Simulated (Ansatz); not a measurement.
Ideal-gas functions of `ClBBr` at 600 K and 1 bar, from an Ansatz frequency run at PBE0-D4/def2-TZVP.

Molar mass 127.18 g/mol, point group Cs (symmetry number 1), electronic degeneracy 1, moments of inertia 11.6, 250.256, 261.855 u Å². Harmonic wavenumbers (cm⁻¹, unscaled): 235, 654, 758, 880, 1069, 2704.

Use S(trans) = R[1.5 ln M + 2.5 ln T − 1.1517]; rotational temperatures θ = 24.2544 K / I; S(rot) = R[ln(√π/σ · √(T³/θAθBθC)) + 1.5]; for each mode x = 1.438777 ν̃/T, S = R[x/(eˣ − 1) − ln(1 − e⁻ˣ)] and H = RT x/(eˣ − 1); 1 cm⁻¹ = 0.0119627 kJ/mol; R = 8.31446 J/(mol·K).

**Question.** By hand: the entropy, in J/(mol·K).

**Answer.** Translation 183.8. Rotation: θ = 2.0909, 0.0969, 0.0926 K, giving 113.5. Vibration, mode by mode: 13.19, 5.38, 4.40, 3.49, 2.45, 0.10, in all 29.0. Electronic 0.0. Sum 326.3 J/(mol·K).

**Question.** By hand: H − E and G − E in kJ/mol, counted from the electronic energy.

**Answer.** Zero-point energy ½ × 6300 × 0.0119627 = 37.7; thermal vibration 10.1; translation, rotation and pV give 4 RT = 20.0. H − E = 67.8 kJ/mol, and G − E = 67.8 − 600 × 326.3/1000 = -128.0 kJ/mol.

Vibration gives 9 % of the entropy.
